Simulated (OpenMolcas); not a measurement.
## Ti2+, Zr2+, Hf2+: d² down the group

| Item | Value |
| --- | --- |
| Program | OpenMolcas |
| Method | RASSCF |
| Basis | ANO-RCC-VTZP |
| Scalar Hamiltonian | DKH2, point nucleus |
| Spin-orbit coupling | RASSI with atomic mean-field integrals over the reference wave functions, term energies averaged over their components |

Active space for each ion: 8 electrons in 8 orbitals (RAS1 p, at most 2 holes; RAS2 d).

Computed levels in cm-1 above ³F₂:

```tsv
Level	Ti2+	Zr2+	Hf2+
³F₃	214	746	3400
³F₄	492	1651	6732
¹D₂	10513	8766	10978
³P₀	13043	9966	10933
³P₁	13116	10251	12664
³P₂	13268	10924	16307
¹G₄	18495	14552	17613
¹S₀	38166	30626	34417
weight of ³F in the lowest level (%)	100	99	94
```

Mixed levels, with the weight of the term that names them: Hf2+ ¹D₂ (61 %), Hf2+ ³P₂ (66 %).

Measured, with the error of the calculation in %. Measured levels: Ti2+ from Corliss and Sugar, J. Phys. Chem. Ref. Data 8, 1 (1979); Zr2+ from Moore, Atomic Energy Levels, vol. II, NSRDS-NBS 35 (1971 reprint of NBS Circular 467, 1952); NIST levels as listed in Rynkun, Gaigalas and Jonsson, Astron. Astrophys. 637, A10 (2020).

```csv
Level,Ti2+,Zr2+
³F₃,185 (+15.6),681 (+9.6)
³F₄,420 (+17.0),1486 (+11.1)
¹D₂,8474 (+24.1),5742 (+52.7)
³P₀,10538 (+23.8),8062 (+23.6)
³P₁,10604 (+23.7),8326 (+23.1)
³P₂,10721 (+23.8),8838 (+23.6)
¹G₄,14398 (+28.5),11049 (+31.7)
¹S₀,32476 (+17.5),23979 (+27.7)
```

The fine-structure level ³F₄ changes by a factor of 13.7 from Ti2+ to Hf2+.

Without spin-orbit coupling ¹D lies 10240, 7954, 7844 cm-1 above ³F in that order; the difference to the level ¹D₂, of either sign, comes from spin-orbit coupling, which also lowers the zero.

Without dynamic correlation excited terms often stand tens of per cent too high (terms of higher spin than the ground term too low), and those without a measured partner can miss by more than the paired ones. Active for correlation alone: 3p; no level in the range computed is led by a configuration that opens it, so any true level of that kind is missing (holds for Ti2+). Some levels mix across a computed gap that differs much from the measured one, so their mixing is not that of the real levels (holds for Zr2+). Active for correlation alone: 4p; no level in the range computed is led by a configuration that opens it, so any true level of that kind is missing (holds for Zr2+). Active for correlation alone: 5p; no level in the range computed is led by a configuration that opens it, so any true level of that kind is missing (holds for Hf2+). Computed and measured levels are paired by configuration, term and J; levels that our copy of the source lacks, or whose pairing is in doubt (as where it misses far off the trend of its configuration), stay unpaired and out of the deviations. Levels of configurations outside the active space are missing.
